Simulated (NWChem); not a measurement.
System: H$_{2}$Se$_{2}$S; SMILES [Se]([SeH])S

NWChem input:

```
start job
memory heap 200 mb stack 900 mb global 1100 mb
geometry units angstroms noautoz
  Se    -0.746231     0.584325     0.008868
  S      0.935360     2.016468     0.052056
  H      1.124398     2.106965    -1.285521
  Se     0.225542    -1.535344    -0.038545
  H      0.368370    -1.685141     1.422908
end
basis spherical
  * library def2-svpd
end
dft
  xc xpbe96 cpbe96
  iterations 150
end
tddft
  cis
  nroots 6
  notriplet
end
task tddft energy
```

Excerpt of the output:

```
             Northwest Computational Chemistry Package (NWChem) 7.3.0
             --------------------------------------------------------

 C1  symmetry detected

                             Geometry "geometry" -> ""
                             -------------------------

 Output coordinates in angstroms (scale by  1.889725989 to convert to a.u.)

  No.       Tag          Charge          X              Y              Z
 ---- ---------------- ---------- -------------- -------------- --------------
    1 Se                  34.0000    -0.73135180     0.58082668    -0.00221999
    2 S                   16.0000     0.95094719     2.01212412     0.04142406
    3 H                    1.0000     1.15113776     2.08987387    -1.29533172
    4 Se                  34.0000     0.23911651    -1.53988151    -0.02159736
    5 H                    1.0000     0.36970699    -1.67599540     1.44233672

 Effective nuclear repulsion energy (a.u.)     510.0575026994

  pbe96 is a nonlocal functional; adding pw91lda local functional.

                                 NWChem DFT Module
                                 -----------------

 Summary of "ao basis" -> "ao basis" (spherical)
 ------------------------------------------------------------------------------
       Tag                 Description            Shells   Functions and Types
 ---------------- ------------------------------  ------  ---------------------
 Se                        def2-svpd                15       41   6s5p4d
 S                         def2-svpd                11       27   5s4p2d
 H                         def2-svpd                 4        8   2s2p

            General Information
            -------------------
          SCF calculation type: DFT
          Wavefunction type:  closed shell.
          No. of atoms     :     5
          No. of electrons :    86
           Alpha electrons :    43
            Beta electrons :    43
          Charge           :     0
          Spin multiplicity:     1
          Use of symmetry is: off; symmetry adaption is: off
          Maximum number of iterations: 150
          AO basis - number of functions:   125
                     number of shells:    49
          Convergence on energy requested:  1.00D-06
          Convergence on density requested:  1.00D-05
          Convergence on gradient requested:  5.00D-04

              XC Information
              --------------
          PerdewBurkeErnzerhof Exchange Functional  1.000
            Perdew 1991 LDA Correlation Functional  1.000 local
           PerdewBurkeErnz. Correlation Functional  1.000 non-local

             Grid Information
             ----------------
          Grid used for XC integration:  medium
          Radial quadrature: Mura-Knowles
          Angular quadrature: Lebedev.
          Tag              B.-S. Rad. Rad. Pts. Rad. Cut. Ang. Pts.
          ---              ---------- --------- --------- ---------
          Se                  1.15      112          14.0       590
          S                   1.00       88          14.0       590
          H                   0.35       45          13.0       434
          Grid pruning is: on
          Number of quadrature shells:   402
          Spatial weights used:  Erf1

      Superposition of Atomic Density Guess
      -------------------------------------

 Sum of atomic energies:       -5197.37797081

      Non-variational initial energy
      ------------------------------

 Total energy =   -5197.967775
 1-e energy   =   -8254.666610
 2-e energy   =    2546.641333
 HOMO         =      -0.255990
 LUMO         =      -0.043855

[...]

                                NWChem TDDFT Module
                                -------------------

            General Information
            -------------------
           No. of orbitals :     250
            Alpha orbitals :     125
             Beta orbitals :     125
        Alpha frozen cores :       0
         Beta frozen cores :       0
     Alpha frozen virtuals :       0
      Beta frozen virtuals :       0
         Spin multiplicity :       1
    Number of AO functions :     125
        Use of symmetry is : off
      Symmetry adaption is : off
         Schwarz screening :  0.10D-07

              XC Information
              --------------
   PerdewBurkeErnzerhof Exchange Functional   1.00
     Perdew 1991 LDA Correlation Functional   1.00 local
    PerdewBurkeErnz. Correlation Functional   1.00 non-local

             TDDFT Information
             -----------------
          Calculation type : Tamm-Dancoff TDDFT
         Wavefunction type : Restricted singlets
          No. of electrons :      86
           Alpha electrons :      43
            Beta electrons :      43
              No. of roots :       6
          Max subspacesize :    5200
            Max iterations :     100
               Target root :       1
           Target symmetry : none
      Symmetry restriction : off
                 Algorithm : Optimal
        Davidson threshold :  0.10D-03

    6 smallest eigenvalue differences (eV)
--------------------------------------------------------
  No. Spin  Occ  Vir  Irrep   E(Occ)    E(Vir)   E(Diff)
--------------------------------------------------------
    1    1   43   44 a        -0.225    -0.105     3.248
    2    1   42   44 a        -0.227    -0.105     3.320
    3    1   41   44 a        -0.243    -0.105     3.736
    4    1   43   45 a        -0.225    -0.082     3.881
    5    1   42   45 a        -0.227    -0.082     3.952
    6    1   41   45 a        -0.243    -0.082     4.369
--------------------------------------------------------

  Entering Davidson iterations
  Restricted singlet excited states

  Iter   NTrls   NConv    DeltaV     DeltaE      Time
  ----  ------  ------  ---------  ---------  ---------
    1      6       0     0.15E+00   0.10+100        6.3
    2     12       0     0.53E-01   0.39E-01        6.2
    3     18       0     0.35E-01   0.33E-02        6.4
    4     24       0     0.17E-01   0.54E-02        6.4
    5     30       5     0.11E-01   0.44E-03        6.5
    6     31       5     0.79E-02   0.17E-03        4.2
    7     32       5     0.78E-02   0.11E-04        6.8
    8     33       5     0.21E-02   0.64E-04        6.8
    9     34       5     0.23E-03   0.24E-05        6.7
   10     35       6     0.47E-04   0.27E-07        6.7
  ----  ------  ------  ---------  ---------  ---------
  Convergence criterion met

  Ground state a       -5200.933319142867 a.u.

  ----------------------------------------------------------------------------
  Root   1 singlet a              0.132180024 a.u.                3.5968 eV
  ----------------------------------------------------------------------------
     Transition Moments    X  0.04246   Y  0.05815   Z -0.18795
     Dipole Oscillator Strength                    0.0035695734
     Electric Quadrupole                           0.0000000058
     Magnetic Dipole                               0.0000001224
     Total Oscillator Strength                     0.0035697016

     Occ.   42  a   ---  Virt.   44  a        0.15829
     Occ.   43  a   ---  Virt.   44  a       -0.98071
     Occ.   43  a   ---  Virt.   46  a        0.06512
  ----------------------------------------------------------------------------
  Root   2 singlet a              0.138216907 a.u.                3.7611 eV
  ----------------------------------------------------------------------------
     Transition Moments    X -0.18558   Y -0.46008   Z -0.03088
     Dipole Oscillator Strength                    0.0227660446
     Electric Quadrupole                           0.0000000139
     Magnetic Dipole                               0.0000003148
     Total Oscillator Strength                     0.0227663733

     Occ.   41  a   ---  Virt.   44  a        0.31302
     Occ.   41  a   ---  Virt.   45  a       -0.18210
     Occ.   42  a   ---  Virt.   44  a        0.91186
     Occ.   42  a   ---  Virt.   45  a       -0.07464
     Occ.   43  a   ---  Virt.   44  a        0.13586
  ----------------------------------------------------------------------------
  Root   3 singlet a              0.145921176 a.u.                3.9707 eV
  ----------------------------------------------------------------------------
     Transition Moments    X -0.06616   Y -0.22414   Z  0.00082
     Dipole Oscillator Strength                    0.0053130436
     Electric Quadrupole                           0.0000000202
     Magnetic Dipole                               0.0000000476
     Total Oscillator Strength                     0.0053131113

     Occ.   41  a   ---  Virt.   44  a       -0.73264
     Occ.   41  a   ---  Virt.   45  a       -0.06627
     Occ.   42  a   ---  Virt.   44  a        0.19119
     Occ.   42  a   ---  Virt.   45  a       -0.51192
     Occ.   43  a   ---  Virt.   45  a       -0.39221
  ----------------------------------------------------------------------------
  Root   4 singlet a              0.153023580 a.u.                4.1640 eV
  ----------------------------------------------------------------------------
     Transition Moments    X  0.12101   Y -0.06722   Z  0.01505
     Dipole Oscillator Strength                    0.0019777683
     Electric Quadrupole                           0.0000000027
     Magnetic Dipole                               0.0000003098
     Total Oscillator Strength                     0.0019780808

[...]
```

Level: PBE/def2-SVPD, TDA. Structure relaxed at the PBE0/def2-SVP level.
